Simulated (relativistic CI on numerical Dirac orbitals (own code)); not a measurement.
# Level scheme of Zr XXXVII

Calculated at this level of theory: Dirac-Coulomb-Breit CI, KLI orbitals optimised for each configuration, model QED (radiative potential, 1s self-energy scaled to tabulated hydrogen-like ionisation energies), unscaled Slater integrals (own radial code, finite nucleus).

Configuration list (outside the closed core 1s2): 2s2, 2s 2p, 2p2, 2p 3s, 2p 3p, 2s 3s, 2s 3p, 2s 3d, 2s 4s, 2s 4p, 2s 4d, 2s 4f, 3s2, 3s 3p, 3p2. Levels of other configurations are missing.

| No. | Configuration | Term | J | E (eV) | % | Landé g | Lifetime (s) |
| --- | --- | --- | --- | --- | --- | --- | --- |
| 1 | 2s2 | 1S | 0 | 0.00 | 97 |  |  |
| 2 | 2s 2p | 3P° | 0 | 71.06 | 100 |  |  |
| 3 | 2s 2p | 3P° | 1 | 84.55 | 86 | 1.416 | 1.47e-09 |
| 4 | 2s 2p | 3P° | 2 | 170.41 | 100 | 1.490 | 2.63e-07 |
| 5 | 2p2 | 3P | 0 | 204.44 | 78 |  | 4.06e-11 |
| 6 | 2s 2p | 1P° | 1 | 220.42 | 86 | 1.062 | 1.03e-11 |
| 7 | 2p2 | 3P | 1 | 285.42 | 100 | 1.492 | 1.37e-11 |
| 8 | 2p2 | 1D | 2 | 297.25 | 56 | 1.208 | 1.87e-11 |
| 9 | 2p2 | 3P | 2 | 392.41 | 56 | 1.271 | 9.96e-12 |
| 10 | 2p2 | 1S | 0 | 430.59 | 77 |  | 5.97e-12 |
| 11 | 2s 3s | 3S | 1 | 2814.57 | 99 | 1.992 | 4.34e-14 |
| 12 | 2s 3s | 1S | 0 | 2829.12 | 98 |  | 9.11e-14 |
| 13 | 2s 3p | 3P° | 0 | 2849.74 | 100 |  | 8.76e-12 |
| 14 | 2s 3p | 3P° | 1 | 2850.36 | 68 | 1.332 | 3.42e-14 |
| 15 | 2s 3p | 1P° | 1 | 2876.93 | 57 | 1.176 | 1.93e-14 |
| 16 | 2s 3p | 3P° | 2 | 2878.83 | 100 | 1.494 | 1.14e-11 |
| 17 | 2s 3d | 3D | 1 | 2894.89 | 95 | 0.500 | 6.22e-15 |
| 18 | 2s 3d | 3D | 2 | 2898.04 | 93 | 1.151 | 6.87e-15 |
| 19 | 2s 3d | 3D | 3 | 2904.65 | 100 | 1.328 | 7.27e-15 |
| 20 | 2p 3s | 3P° | 0 | 2905.23 | 100 |  | 8.20e-14 |
| 21 | 2p 3s | 3P° | 1 | 2911.46 | 65 | 1.329 | 4.64e-14 |
| 22 | 2s 3d | 1D | 2 | 2915.78 | 93 | 1.007 | 8.70e-15 |
| 23 | 2p 3p | 3D | 1 | 2928.50 | 69 | 0.656 | 4.53e-14 |
| 24 | 2p 3p | 3P | 0 | 2949.22 | 74 |  | 2.02e-14 |
| 25 | 2p 3p | 3P | 1 | 2964.84 | 43 | 1.469 | 2.57e-14 |
| 26 | 2p 3p | 3D | 2 | 2965.91 | 61 | 1.167 | 2.54e-14 |
| 27 | 2p 3s | 3P° | 2 | 3006.64 | 100 | 1.492 | 8.69e-14 |
| 28 | 2p 3s | 1P° | 1 | 3013.30 | 70 | 1.133 | 4.83e-14 |
| 29 | 2p 3p | 3P | 1 | 3037.49 | 56 | 1.396 | 2.22e-14 |
| 30 | 2p 3p | 3D | 2 | 3039.90 | 37 | 1.199 | 2.07e-14 |
| 31 | 2p 3p | 3D | 3 | 3058.84 | 100 | 1.327 | 2.87e-14 |
| 32 | 2p 3p | 3S | 1 | 3059.57 | 48 | 1.448 | 2.50e-14 |
| 33 | 2p 3p | 3P | 2 | 3074.63 | 57 | 1.278 | 2.10e-14 |
| 34 | 2p 3p | 1S | 0 | 3089.37 | 74 |  | 2.14e-14 |
| 35 | 2s 4s | 3S | 1 | 3783.51 | 100 | 1.994 | 8.52e-14 |
| 36 | 2s 4s | 1S | 0 | 3788.95 | 100 |  | 8.43e-14 |
| 37 | 2s 4p | 3P° | 0 | 3796.94 | 100 |  | 1.47e-13 |
| 38 | 2s 4p | 3P° | 1 | 3797.45 | 73 | 1.358 | 5.51e-14 |
| 39 | 2s 4p | 3P° | 2 | 3809.05 | 100 | 1.496 | 1.65e-13 |
| 40 | 2s 4p | 1P° | 1 | 3810.43 | 73 | 1.135 | 2.85e-14 |
| 41 | 2s 4d | 3D | 1 | 3816.33 | 100 | 0.499 | 1.73e-14 |
| 42 | 2s 4d | 3D | 2 | 3817.14 | 91 | 1.147 | 1.73e-14 |
| 43 | 2s 4d | 3D | 3 | 3819.94 | 100 | 1.330 | 1.78e-14 |
| 44 | 2s 4d | 1D | 2 | 3823.53 | 91 | 1.015 | 1.77e-14 |
| 45 | 2s 4f | 3F° | 2 | 3824.57 | 100 | 0.665 | 3.74e-14 |
| 46 | 2s 4f | 3F° | 3 | 3824.76 | 77 | 1.060 | 3.76e-14 |
| 47 | 2s 4f | 3F° | 4 | 3826.26 | 100 | 1.247 | 3.78e-14 |
| 48 | 2s 4f | 1F° | 3 | 3826.96 | 77 | 1.018 | 3.82e-14 |

Energies count from the lowest computed level; ° marks odd parity; lifetimes are radiative, by E1, M1, E2, M2 decay to levels of this space only; some are left blank where a channel outside the calculation adds to the decay or the decay crosses a small, uncertain gap.

The mean weight of the leading LS term, summed over parents, in these 48 levels is 83 %, and that of the leading jj configuration (from the same eigenvectors) 97 %, so jj coupling describes them better and the LS labels are nominal.

At this charge energies of transitions that change n are usually good to better than 1 %, and those within a shell (Δn = 0) to a few per cent.

LS names give the leading component of a level, which can be under half, so a name can repeat, a term be missing and a line seem to break the LS rules.
